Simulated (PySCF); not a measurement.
# Excitation energy of S by level of theory

S [Ne] 3s2 3p4 (3P) → S [Ne] 3s1 3p4 4s1 (5P), as a difference of total energies. Computed with PySCF 2.14 in aug-cc-pV(T+d)Z (6s5p4d2f, 55 functions), with no relativity, point nucleus. Correlated levels: valence: [Ne] frozen. The calculations carry no spin-orbit coupling.

```csv
method,excitation energy (eV)
UHF,16.487
LDA,17.034
PBE,16.911
PBE0,17.108
r2SCAN,16.785
M06-L,17.639
wB97X-V,17.701
B2PLYP,17.268
BLYP,17.060
MP2 (valence),16.776
SCS-MP2 (valence),16.958
```

How much does correlation contribute at MP2 (valence)?

16.776 − (16.487) = 0.289 eV, measured against UHF.

The upper state lies above the first ionisation limit, where it may autoionise and the basis confines it. A Rydberg-like electron needs more diffuse functions than a valence basis has.

The promoted electron is Rydberg-like, and one or two diffuse shells describe it only roughly, which tends to raise the upper state.
